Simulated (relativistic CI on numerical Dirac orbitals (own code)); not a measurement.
**Ligand-field terms of d2**

Computed with a parametric ligand-field model of a d^n configuration (Racah B and C, spin-orbit zeta, crystal field), exact diagonalisation.

Field parameters in Wybourne normalisation: Td as Oh with Dq negative (B⁴₀ = 21Dq, B⁴₄ = √(5/14) B⁴₀). The field is a parameter set, without covalency.

Ground term and bands for B = 670, C = 2720, ζ = 0 cm⁻¹, Td, 10Dq = -670 cm⁻¹?

Ground term 3A2 with 2.00 electrons in the two orbitals of the cubic e set. Spin-allowed: 3T2 670 cm⁻¹, 3T1 1199 cm⁻¹, 3T1 10861 cm⁻¹ (921 nm). Lowest spin-forbidden: 1E 9276 cm⁻¹ (1078 nm), 1T2 9724 cm⁻¹ (1028 nm), 1A1 13995 cm⁻¹ (715 nm). With an A2 ground term the first spin-allowed band lies at |10Dq| itself.

Ground term and bands for B = 670, C = 2720, ζ = 0 cm⁻¹, Td, 10Dq = -8510 cm⁻¹?

Ground term 3A2 with 2.00 electrons in the two orbitals of the cubic e set. Spin-allowed: 3T2 8510 cm⁻¹ (1175 nm), 3T1 13583 cm⁻¹ (736 nm), 3T1 21997 cm⁻¹ (455 nm). Lowest spin-forbidden: 1E 10501 cm⁻¹ (952 nm), 1A1 17649 cm⁻¹ (567 nm), 1T2 18757 cm⁻¹ (533 nm). With an A2 ground term the first spin-allowed band lies at |10Dq| itself.

Ground term and bands for B = 670, C = 2720, ζ = 0 cm⁻¹, Td, 10Dq = -7300 cm⁻¹?

Ground term 3A2 with 2.00 electrons in the two orbitals of the cubic e set. Spin-allowed: 3T2 7300 cm⁻¹ (1370 nm), 3T1 11905 cm⁻¹ (840 nm), 3T1 20045 cm⁻¹ (499 nm). Lowest spin-forbidden: 1E 10455 cm⁻¹ (956 nm), 1A1 17294 cm⁻¹ (578 nm), 1T2 17473 cm⁻¹ (572 nm). With an A2 ground term the first spin-allowed band lies at |10Dq| itself.

Ground term and bands for B = 670, C = 2720, ζ = 0 cm⁻¹, Td, 10Dq = -1880 cm⁻¹?

Ground term 3A2 with 2.00 electrons in the two orbitals of the cubic e set. Spin-allowed: 3T2 1880 cm⁻¹, 3T1 3321 cm⁻¹ (3011 nm), 3T1 12369 cm⁻¹ (808 nm). Lowest spin-forbidden: 1E 9807 cm⁻¹ (1020 nm), 1T2 11307 cm⁻¹ (884 nm), 1A1 14824 cm⁻¹ (675 nm). With an A2 ground term the first spin-allowed band lies at |10Dq| itself.

Ground term and bands for B = 670, C = 2720, ζ = 0 cm⁻¹, Td, 10Dq = -10320 cm⁻¹?

Ground term 3A2 with 2.00 electrons in the two orbitals of the cubic e set. Spin-allowed: 3T2 10320 cm⁻¹ (969 nm), 3T1 15949 cm⁻¹ (627 nm), 3T1 25061 cm⁻¹ (399 nm). Lowest spin-forbidden: 1E 10550 cm⁻¹ (948 nm), 1A1 18094 cm⁻¹ (553 nm), 1T2 20650 cm⁻¹ (484 nm). With an A2 ground term the first spin-allowed band lies at |10Dq| itself.
